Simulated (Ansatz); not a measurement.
Li₄H₃, relaxed as a doublet with UKS PBE-D4/def2-TZVP in Ansatz, starting from the GFN2-xTB geometry. Force threshold 0.02 eV/Å.

The structure comes from a short search, and lower isomers may exist.

Start:

| atom | x (Å) | y (Å) | z (Å) |
| --- | --- | --- | --- |
| Li1 | 0.0719 | 1.5441 | 0.7296 |
| Li2 | -1.7541 | -0.3103 | -0.2066 |
| Li3 | -0.0138 | -1.1647 | 1.3217 |
| Li4 | 0.7468 | -0.5725 | -1.1727 |
| H5 | 0.7243 | 0.3722 | 1.6170 |
| H6 | 1.5292 | -1.1981 | -2.1930 |
| H7 | -1.3043 | 1.3293 | -0.0960 |

```
         step  energy (eV)  largest force component (eV/Å)  SCF passes
            1    -862.5731                           1.446          29
            2    -862.9971                           0.613          28
            3    -863.1946                           0.254          28
            4    -863.3413                           0.271          28
            5    -863.4432                           0.297          29
            6    -863.5753                           0.305          29
            7    -863.6985                           0.296          30
            8    -863.8353                           0.341          27
            9    -864.0000                           0.369          27
           10    -864.1810                           0.457          26
           11    -864.3900                           0.499          26
           12    -864.6145                           0.435          26
           13    -864.7831                           0.393          25
           14    -864.9187                           0.335          25
           15    -865.0271                           0.146          26
16 (rejected)    -865.0221                           0.230          25
           17    -865.0401                           0.013          25
```

Force components are those of the run's own axes.

End:

```xyz
7

Li   -0.4341    1.1816    1.1609
Li   -1.4755   -0.4758   -0.7404
Li    0.5056   -1.3560    0.9096
Li    0.8642    0.4005   -0.8199
H     1.1620    0.3339    0.9781
H     0.1486   -1.2776   -0.8667
H    -0.7708    1.1935   -0.6217
```

Bonds formed: Li2–H6, Li3–H6, Li4–H5, Li4–H7 (atoms count from 1). The end is the same structure that another start reached, the lowest one found.

No frequencies were taken in this run, so the end may be a saddle point.

It took 12 s on 4 threads of Arm Neoverse V2 on a shared host.
